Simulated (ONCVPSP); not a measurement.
**What the settings do to the ONCV potential of Sn (Z = 50)**

Base potential:

ONCVPSP 4.0.1 input, shortened (lines: element, Z, core and valence counts, functional; n l f; lmax; l rc ep ncon nbas qcut; lloc lpopt rc5 dvloc0; l nproj debl; icmod fcfact rcfact), PBE, fully relativistic:

```
  Sn 50.00    8    3        4      upf
    1    0    2.00
    2    0    2.00
    2    1    6.00
    3    0    2.00
    3    1    6.00
    3    2   10.00
    4    0    2.00
    4    1    6.00
    4    2   10.00
    5    0    2.00
    5    1    2.00
    3
    0    1.60    0.00    3    6    4.10
    1    2.15    0.00    4    8    3.30
    2    1.10    0.00    4    7    7.30
    3    2.20    0.03    4    7    5.50
    4    5    1.00    0.00
    0    1    2.70
    1    2    3.60
    2    2    1.50
    3    1    2.40
    0    0.00    0.00
```

Open shells are filled in proportion to 2j + 1.

All-electron outer shells of the reference configuration (PBE, scalar-relativistic, ld1.x):

```csv
shell,level (eV),outermost node (bohr),outermost maximum (bohr)
4s,-133.93,0.40,0.74
4p,-89.70,0.41,0.79
4d,-25.84,0.39,0.88
5s,-10.55,0.98,2.01
5p,-3.69,1.09,2.55
```

Cutoffs, loose and tight: the cutoffs (Ha) at which the residual kinetic energy of the hardest occupied pseudo-wave falls to 1 and 0.1 mHa per electron. They do not see the model core or the augmentation charge, which bear on the density cutoff. Test errors are all-electron minus pseudo excitation energies from the reference, over the configurations 4d10 5s2 5p1; 4d10 5s2 5p0; 4d10 5s1 5p0; 4d10 5s0 5p4. A dash means not determined; rows that change the core or the reference have their own tests. The largest error is taken over the tests solved by every variant that gives reliable tests at all: 4d10 5s0 5p4; 4d10 5s2 5p0; 4d10 5s2 5p1.

A true bound ghost makes a file unfit for plane-wave use even where its test errors are small: the radial tests pick states by their node count and pass the ghost by.

| change | outcome | cutoff, loose | cutoff, tight | bound ghosts | GHOST(+) flags above zero | largest test error (meV) |
| --- | --- | --- | --- | --- | --- | --- |
| base | generated | 124 Ha | 146 Ha | s, p3/2, d5/2, p1/2, d3/2 | s, f7/2, f5/2 | +9.4 |
| f: nproj 3 | generated | 124 Ha | 146 Ha | s, p3/2, d5/2, p1/2, d3/2 | s | +9.4 |
| core correction Teter function fitted to the true core (icmod 2), fcfact 0.7 | generated | 124 Ha | 146 Ha | s, p3/2, d5/2, p1/2, d3/2 | s, f7/2, f5/2 | -13 |
| local potential polynomial inside 1.00 bohr (lpopt 5, dvloc0 -2.5 Ha) | generated | 124 Ha | 146 Ha | s, p3/2, p1/2, d3/2 | d5/2, f7/2, f5/2 | +12 |
| d: nbas 9 | generated | 222 Ha | 261 Ha | s, p3/2, d5/2, p1/2 | s, f7/2, d3/2, f5/2 | +9.4 |
| reference 4d10 5s2 5p1.5 | generated | 124 Ha | 146 Ha | s, p3/2, d5/2, p1/2, d3/2 | s | +7.9 over the solved tests; 1 of 4 tests not solved or not reliable |
| all radii scaled by about 1.13 (s 1.80, p 2.42, d 1.24, f 2.48 bohr); local potential polynomial inside 1.12 bohr (lpopt 5, dvloc0 0 Ha) | failed: ERROR pspot: first pseudo wave function has node, program will stop | – | – | – | – | – |
| p: rc 2.12 | generated | 124 Ha | 146 Ha | s, p3/2, d5/2, p1/2, d3/2 | s, f7/2, f5/2 | +9.4 |
| f: qcut 8.1 | failed: ERROR pspot: first pseudo wave function has node, program will stop | – | – | – | – | – |

What comes out with this change to the base: core [Ar] 3d10, valence charge 22; reference 4s2 4p6 4d10 5s2 5p1.5; waves now 4s+5s: rc 1.10 bohr, ncon 4, nbas 7, qcut 9.1 1/bohr, 2 projectors; 4p+5p: rc 1.25 bohr, ncon 4, nbas 8, qcut 9.4 1/bohr, 2 projectors; 4d: rc 1.45 bohr, ncon 4, nbas 9, qcut 11.9 1/bohr, 1 projector; f scattering state at 0.16 Ha: rc 1.35 bohr, ncon 5, nbas 9, qcut 8.2 1/bohr, 2 projectors, debl 0.4 Ha; local potential polynomial inside 0.70 bohr (lpopt 5, dvloc0 6 Ha)?

outcome: generated; cutoff, loose: 44 Ha; cutoff, tight: 93 Ha; bound ghosts: none; GHOST(+) flags above zero: s, f7/2, f5/2; largest test error (meV): -29.

What comes out with this change to the base: scalar-relativistic?

outcome: generated; cutoff, loose: 123 Ha; cutoff, tight: 146 Ha; bound ghosts: s, p, d; GHOST(+) flags above zero: s, f; largest test error (meV): -6.1.

What comes out with this change to the base: s: qcut 4; p: qcut 3.2; d: qcut 7.2; f: qcut 5.4?

outcome: generated; cutoff, loose: 125 Ha; cutoff, tight: 147 Ha; bound ghosts: s, p3/2, d5/2, p1/2, d3/2; GHOST(+) flags above zero: s; largest test error (meV): +9.5.
